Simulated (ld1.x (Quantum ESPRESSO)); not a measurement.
# Debugging a pseudopotential input (I, ld1.x (Quantum ESPRESSO) 7.5)

Command:

```bash
ld1.x < I.in > I.out
```

Input:

```
&input
   title='I', zed=53., rel=1, dft='PZ', iswitch=3,
   config='[Kr] 4d10 5s1.5 5p5.5',
   nld=2, rlderiv=2.50, eminld=-3.0, emaxld=5.0, deld=0.02
 /
 &inputp
   pseudotype=3, lpaw=.true., tm=.true., lloc=-2, rcloc=0.05,
   nlcc=.true., new_core_ps=.true.,
   which_augfun='PSQ', rmatch_augfun_nc=.true.,
   file_pseudopw='I.UPF', file_wfcaegen='ae.wfc', file_wfcncgen='nc.wfc', file_beta='beta', file_chi='chi', file_wfcusgen='us.wfc'
 /
4
5S  1  0   1.50   0.00  1.55  2.00  0.0
5S  1  0   0.00  -1.00  1.55  2.00  0.0
5P  2  1   5.50   0.00  1.75  2.30  0.0
5P  2  1   0.00   4.85  1.75  2.30  0.0
 &test
   configts(1)='5s1.5 5p5.5'
 /
```

This is an input that runs to its end, with one change: rcloc set to 0.05 bohr.

Q: How does the run end?

A: The program runs through. The occupied levels of the test differ from the all-electron ones by at most 0.00000 Ry (unchanged input: 0.00000 Ry).

```

     Estimated PAW energy = -366.740825 Ryd

     ------------------- End of pseudopotential generation -------------------

     Computing logarithmic derivative in   2.48675
     Computing logarithmic derivative in   2.48675
     Computing the partial wave expansion
     R is outside the sphere for l=    0 j= 0.00
     R is outside the sphere for l=    0 j= 0.00
     R is outside the sphere for l=    1 j= 0.00
     R is outside the sphere for l=    1 j= 0.00

     ---------------------- Testing the pseudopotential ----------------------

     I
     scalar relativistic calculation

     atomic number is 53.00   valence charge is  7.00
     dft = SLA  PZ   NOGX NOGC   lsd =0 sic =0 latt =0  beta=0.20 tr2=1.0E-14
     mesh =1247 r(mesh) =  99.95380 xmin = -7.00 dx = 0.01250

     n l     nl             e AE (Ry)        e PS (Ry)    De AE-PS (Ry)
     1 0     5S   1( 1.50)       -1.32468       -1.32468        0.00000
     2 1     5P   1( 5.50)       -0.55201       -0.55202        0.00000

     eps = 3.3E-15  iter =  3

     Etot =  -14220.840022 Ry,   -7110.420011 Ha, -193484.385290 eV
     Etotps =  -366.740840 Ry,    -183.370420 Ha,   -4989.763330 eV

     Ekin =      45.141026 Ry,      22.570513 Ha,     614.174949 eV
     Encl =     -80.511431 Ry,     -40.255715 Ha,   -1095.413820 eV
     Ehrt =      18.933698 Ry,       9.466849 Ha,     257.606081 eV
     Ecxc =    -350.304133 Ry,    -175.152067 Ha,   -4766.130539 eV
     (Ecc =     -34.902135 Ry,     -17.451068 Ha,    -474.867742 eV)

     ---------------------- End of pseudopotential test ----------------------
```
